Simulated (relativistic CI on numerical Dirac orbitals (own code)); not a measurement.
Computed by Dirac-Coulomb-Breit CI, KLI orbitals optimised for each configuration, model QED, unscaled Slater integrals (own radial code, finite nucleus).

CI space (outside the closed core [Ne]): 3s2.3p6.3d9, 3s2.3p5.3d10, 3s.3p6.3d10, 3s2.3p6.3d8.4s, 3s2.3p6.3d8.4p, 3s2.3p6.3d8.4d, 3s2.3p6.3d8.4f, 3s2.3p6.3d7.4s2, 3s2.3p5.3d9.4s, 3s2.3p4.3d10.4s, 3s2.3p6.3d7.4s.4p, 3s2.3p4.3d10.4p, 3s2.3p5.3d9.4p, 3s2.3p6.3d8.5s, 3s2.3p6.3d7.4p2, 3s2.3p6.3d8.5p, 3s2.3p6.3d7.4s.4d, 3s2.3p4.3d10.4d, 3s.3p5.3d10.4s, 3s2.3p6.3d8.5d, 3s2.3p5.3d9.4d, 3s2.3p6.3d7.4p.4d, 3s.3p6.3d9.4s, 3s.3p5.3d10.4p, 3s2.3p6.3d8.5f, 3s2.3p5.3d8.4s2, 3s2.3p6.3d8.5g, 3s.3p6.3d9.4p, 3s2.3p6.3d7.4d2, 3s2.3p6.3d8.6s, 3s2.3p5.3d8.4s.4p, 3s.3p5.3d10.4d, 3s2.3p5.3d9.4f, 3p6.3d10.4s, 3s2.3p6.3d8.6p, 3s2.3p6.3d8.6d. Levels of other configurations are missing.

At this charge energies of transitions that change n are usually good to better than 1 %, and those within a shell (Δn = 0) to a few per cent.

Outline of the computed level scheme of Cd XXII. Lowest level of each configuration: 3s2.3p6.3d9 2D_5/2 at 0.000 eV; 3s2.3p5.3d10 2P°_3/2 at 210.715 eV; 3s.3p6.3d10 2S_1/2 at 363.930 eV; 3s2.3p6.3d8.4s 4F_9/2 at 402.422 eV; 3s2.3p6.3d8.4p 4D°_7/2 at 443.828 eV.

Some strong electric-dipole decays among the lowest 45 levels: 3s2.3p5.3d10 2P°_1/2 → 3s2.3p6.3d9 2D_3/2 (8.0e+11 s⁻¹); 3s2.3p6.3d8.4p 2D°_5/2 → 3s2.3p6.3d9 2D_5/2 (5.1e+11 s⁻¹); 3s2.3p5.3d10 2P°_3/2 → 3s2.3p6.3d9 2D_5/2 (5.1e+11 s⁻¹); 3s2.3p6.3d8.4p 4D°_3/2 → 3s2.3p6.3d9 2D_5/2 (4.9e+11 s⁻¹); 3s2.3p6.3d8.4p 2D°_5/2 → 3s2.3p6.3d9 2D_5/2 (4.6e+11 s⁻¹); 3s2.3p6.3d8.4p 4G°_5/2 → 3s2.3p6.3d9 2D_5/2 (3.3e+11 s⁻¹); 3s2.3p6.3d8.4p 2F°_7/2 → 3s2.3p6.3d9 2D_5/2 (3.1e+11 s⁻¹); 3s2.3p6.3d8.4p 4F°_7/2 → 3s2.3p6.3d9 2D_5/2 (2.9e+11 s⁻¹).

LS names give the leading component of a level, which can be under half, so a name can repeat, a term be missing and a line seem to break the LS rules.
